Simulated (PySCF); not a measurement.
Compound: C9H9N.
Atom-mapped SMILES: `[CH2:1]=[CH:2][C:3](=[CH2:4])[c:5]1[cH:6][cH:7][n:8][cH:9][cH:10]1` (hydrogens: H11, H12 on C1; H13 on C2; H14, H15 on C4; H16 on C6; H17 on C7; H18 on C9; H19 on C10)

The same species was optimised twice, with GFN2-xTB and with PBE0-D3(BJ)/def2-SVP (PySCF), and the same property calculations (PySCF, gas phase) were run on both structures.

| coordinate | GFN2-xTB | PBE0-D3(BJ)/def2-SVP | change |
| --- | --- | --- | --- |
| C1=C2 (Å) | 1.328 | 1.340 | +0.012 |
| C3=C4 (Å) | 1.332 | 1.344 | +0.012 |
| C6–C7 (Å) | 1.385 | 1.394 | +0.009 |
| C9–C10 (Å) | 1.385 | 1.394 | +0.009 |
| C2–C3 (Å) | 1.456 | 1.464 | +0.008 |
| N8–C9 (Å) | 1.322 | 1.330 | +0.008 |
| C7–N8 (Å) | 1.322 | 1.330 | +0.008 |
| C5–C10 (Å) | 1.391 | 1.398 | +0.007 |
| C5–C6 (Å) | 1.391 | 1.398 | +0.007 |
| C3–C5 (Å) | 1.483 | 1.489 | +0.006 |
| C1–C2–C3 (°) | 124.6 | 125.4 | +0.8 |
| C2–C3–C4 (°) | 121.9 | 121.5 | -0.4 |
| C7–N8–C9 (°) | 117.8 | 117.4 | -0.4 |
| C2–C3–C5 (°) | 117.6 | 118.0 | +0.4 |
| C6–C5–C10 (°) | 117.9 | 117.5 | -0.4 |
| C3–C5–C10 (°) | 121.1 | 121.3 | +0.2 |
| C5–C6–C7 (°) | 118.6 | 118.9 | +0.3 |
| C5–C10–C9 (°) | 118.6 | 118.8 | +0.2 |
| C1–C2–C3–C4 (°) | 180 | 180 | 0 |
| C2–C3–C5–C6 (°) | -90 | -90 | 0 |

Rotational constants: A = 2568, B = 956.8, C = 902.3 MHz (GFN2-xTB) against A = 2536, B = 940.9, C = 886.7 MHz (PBE0-D3(BJ)/def2-SVP). Point groups within 0.08 Å: Cs and Cs.

On the GFN2-xTB structure: HOMO (eV) -7.04 [PBE0/pcSseg-1]; LUMO (eV) -1.06 [PBE0/pcSseg-1]; dipole (D) 2.37 [PBE0/pcSseg-1]; GIAO shielding of C1 (ppm) 58.8 [PBE0/pcSseg-1]; GIAO shielding of C2 (ppm) 39.4 [PBE0/pcSseg-1]; GIAO shielding of C3 (ppm) 28.8 [PBE0/pcSseg-1]; GIAO shielding of C4 (ppm) 61.5 [PBE0/pcSseg-1]; GIAO shielding of C5 (ppm) 31.0 [PBE0/pcSseg-1]; GIAO shielding of C6/C10 (mean) (ppm) 57.2 [PBE0/pcSseg-1]; GIAO shielding of C7/C9 (mean) (ppm) 31.4 [PBE0/pcSseg-1]; GIAO shielding of N8 (ppm) -90.2 [PBE0/pcSseg-1].

**Question.** What do these properties become on the PBE0-D3(BJ)/def2-SVP structure?

**Answer.** 
| property | level | on GFN2-xTB | on PBE0-D3(BJ)/def2-SVP | change |
| --- | --- | --- | --- | --- |
| HOMO (eV) | PBE0/pcSseg-1 | -7.04 | -7.01 | +0.03 |
| LUMO (eV) | PBE0/pcSseg-1 | -1.06 | -1.13 | -0.07 |
| dipole (D) | PBE0/pcSseg-1 | 2.37 | 2.40 | +0.03 |
| energy, GFN2-xTB geometry as zero (kcal/mol) | PBE0/pcSseg-1 | 0.0 | -0.5 | -0.5 |
| GIAO shielding of C1 (ppm) | PBE0/pcSseg-1 | 58.8 | 56.3 | -2.5 |
| GIAO shielding of C2 (ppm) | PBE0/pcSseg-1 | 39.4 | 36.5 | -2.9 |
| GIAO shielding of C3 (ppm) | PBE0/pcSseg-1 | 28.8 | 27.0 | -1.8 |
| GIAO shielding of C4 (ppm) | PBE0/pcSseg-1 | 61.5 | 57.8 | -3.7 |
| GIAO shielding of C5 (ppm) | PBE0/pcSseg-1 | 31.0 | 30.0 | -1.0 |
| GIAO shielding of C6/C10 (mean) (ppm) | PBE0/pcSseg-1 | 57.2 | 54.6 | -2.6 |
| GIAO shielding of C7/C9 (mean) (ppm) | PBE0/pcSseg-1 | 31.4 | 29.0 | -2.4 |
| GIAO shielding of N8 (ppm) | PBE0/pcSseg-1 | -90.2 | -94.2 | -4.0 |

The heavy atoms differ by 0.019 Å rms after alignment. Among bonds between heavy atoms C1=C2 and C3=C4 change most and about equally (+0.012 Å). Changes are differences of the printed values. Neither structure is proved a minimum here.

The values belong to the conformer `[CH2:1]=[CH:2][C:3](=[CH2:4])[c:5]1[cH:6][cH:7][n:8][cH:9][cH:10]1`: C1–C2–C3–C4 180°, C2–C3–C5–C6 -90°.
